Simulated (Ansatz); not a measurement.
Reaction (ligand exchange at a Mg–O bond): `[OH][Mg][O][SiH3]` + `[SiH3]N[SiH3]` → `[SiH3][O][Mg][N]([SiH3])[SiH3]` + H₂O

Program: Ansatz. Geometries: PBE0-D4/def2-TZVP. ΔE: electronic, gas phase. CBS: MP2 limit from def2 TZ/QZ plus the TZ coupled-cluster correction, frozen cores. This one scheme is used for every species. Functionals use def2-TZVPP. HSE06 is defined as in plane-wave codes. For Mg outer-core shells are correlated without core-valence functions, which leaves a few kJ/mol of doubt a bond. Each species was taken in one conformer, which may not be the lowest.

```json
{"level": "B97M-V", "ΔE (kJ/mol)": "23.7", "difference from CCSD(T)/CBS": "8.4"}
{"level": "HSE06-D4", "ΔE (kJ/mol)": "19.1", "difference from CCSD(T)/CBS": "3.8"}
{"level": "BHLYP-D4", "ΔE (kJ/mol)": "27.3", "difference from CCSD(T)/CBS": "12.0"}
{"level": "ωB97M-V", "ΔE (kJ/mol)": "27.1", "difference from CCSD(T)/CBS": "11.8"}
{"level": "PBE-QIDH", "ΔE (kJ/mol)": "21.7", "difference from CCSD(T)/CBS": "6.4"}
{"level": "r2SCAN", "ΔE (kJ/mol)": "25.8", "difference from CCSD(T)/CBS": "10.5"}
{"level": "r2SCAN0", "ΔE (kJ/mol)": "25.8", "difference from CCSD(T)/CBS": "10.5"}
{"level": "BHLYP", "ΔE (kJ/mol)": "36.0", "difference from CCSD(T)/CBS": "20.7"}
{"level": "LC-ωPBE", "ΔE (kJ/mol)": "32.4", "difference from CCSD(T)/CBS": "17.1"}
{"level": "RPA@PBE/def2-TZVPP", "ΔE (kJ/mol)": "14.0", "difference from CCSD(T)/CBS": "-1.3"}
{"level": "MP2/def2-SVP", "ΔE (kJ/mol)": "32.2", "difference from CCSD(T)/CBS": "16.9"}
{"level": "MP2/def2-TZVPP", "ΔE (kJ/mol)": "20.5", "difference from CCSD(T)/CBS": "5.2"}
{"level": "SCS-MP2/def2-TZVPP", "ΔE (kJ/mol)": "23.5", "difference from CCSD(T)/CBS": "8.2"}
{"level": "SCS-MP2/def2-QZVPP", "ΔE (kJ/mol)": "21.9", "difference from CCSD(T)/CBS": "6.6"}
{"level": "HF/CBS(def2)", "ΔE (kJ/mol)": "35.7", "difference from CCSD(T)/CBS": "20.4"}
{"level": "CCSD/CBS(def2)", "ΔE (kJ/mol)": "19.3", "difference from CCSD(T)/CBS": "4.0"}
{"level": "CCSD(T)/CBS", "ΔE (kJ/mol)": "15.3", "difference from CCSD(T)/CBS": "0"}
```

Largest T1 diagnostic among the species: 0.011.

In def2-TZVPP, CCSD(T) changes the Hartree–Fock value by −18.0 kJ/mol (the triples alone add −3.9 kJ/mol) and MP2 by −15.8 kJ/mol. Leaving LDA and LC-ωPBE aside and taking each functional with its dispersion term where it has one, the values, not all of them listed here, spread over 16.1 kJ/mol, from revPBE-D4 to CAM-B3LYP-D4. The D4 term adds −8.3 kJ/mol with B3LYP and −4.9 kJ/mol with PBE0; it sums over pairs of atoms, weighted by their polarisabilities, and B3LYP, whose exchange is more repulsive, gets the larger term.

B3LYP here is the variant with VWN-RPA as its local correlation; programs differ in this.
